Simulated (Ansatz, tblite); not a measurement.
Cost and result up the ladder for Ga8As8H22, a nanocrystal cut from wurtzite GaAs (hydrogen-capped) (38 atoms). The state is a singlet with charge 0. Geometry: PBE-D4/def2-SVP.

```csv
atom,x (Å),y (Å),z (Å)
Ga1,4.272,-1.451,1.495
As2,4.252,-0.512,-0.874
As3,1.781,-1.403,1.761
Ga4,0.859,0.892,1.813
Ga5,2.181,0.110,-2.126
As6,1.000,1.635,-0.570
As7,-1.573,0.822,2.256
Ga8,-2.589,3.099,2.507
Ga9,-1.133,2.308,-1.637
As10,-2.207,3.772,0.079
Ga11,0.697,-2.975,0.203
As12,0.737,-1.888,-2.022
As13,-1.724,-2.782,0.822
Ga14,-2.915,-0.579,0.736
Ga15,-1.522,-1.604,-3.103
As16,-2.393,0.188,-1.560
H17,4.930,-0.336,2.394
H18,4.763,-2.943,1.358
H19,5.178,0.697,-0.967
H20,5.048,-1.422,-1.805
H21,1.488,-1.970,3.149
H22,1.646,1.864,2.775
H23,2.460,0.699,-3.561
H24,1.847,2.906,-0.549
H25,-1.700,0.144,3.619
H26,-1.638,4.019,3.364
H27,-4.152,2.969,2.672
H28,-0.991,2.988,-3.051
H29,-1.469,5.106,0.015
H30,-3.513,4.258,-0.541
H31,1.202,-4.467,0.256
H32,1.472,-2.911,-2.885
H33,-1.884,-3.337,2.235
H34,-2.537,-3.845,0.092
H35,-4.445,-0.721,1.088
H36,-1.316,-0.976,-4.534
H37,-2.347,-2.918,-2.789
H38,-3.767,0.564,-2.112
```

Ansatz on 4 threads of AMD EPYC 7R13 on a shared host and a share (37 GiB) of an NVIDIA H100 80GB HBM3; xTB runs through tblite on one thread. Times are rough, summed over both states, and most runs start from the orbitals of an earlier one. PBE0-D4/def2-SVP serves as the yardstick here, not as an exact answer. The other state is a doublet.

The xTB rows come from tblite. Correlated methods freeze 144 core orbitals; core or outer-core shells of Ga, As are correlated, in sets that lack core-valence functions. Single mean-field runs in def2-SVP are fitted with def2-universal-jkfit. HOMO above LUMO, or a gap near zero within one spin, warns that the state may not be the lowest or that an electron is smeared out.

Correlated methods converge slowly with the basis, most of all in double-zeta sets.

Raw xTB energies of ions are shifted by several eV.

| level | functions | wall time |
| --- | --- | --- |
| GFN2-xTB | 166 | 0.45 s |
| GFN1-xTB | 188 | 0.52 s |
| PBE-D4/def2-SVP (with forces) | 622 | 11 s |
| PBE0-D4/def2-SVP (with forces) | 622 | 26 s |
| PBE-QIDH/def2-SVP | 622 | 40 s |

Task: Estimate what each level gives for the vertical IE (eV).

Result: 
| level | vertical IE (eV) | difference from PBE0-D4/def2-SVP (eV) | remarks |
| --- | --- | --- | --- |
| GFN2-xTB | 12.15 | 4.11 | – |
| GFN1-xTB | 12.01 | 3.97 | – |
| PBE-D4/def2-SVP (with forces) | 7.54 | -0.50 | gap within one spin near zero (+1 doublet) |
| PBE0-D4/def2-SVP (with forces) | 8.04 | 0.00 | – |
| PBE-QIDH/def2-SVP | 8.40 | 0.36 | – |
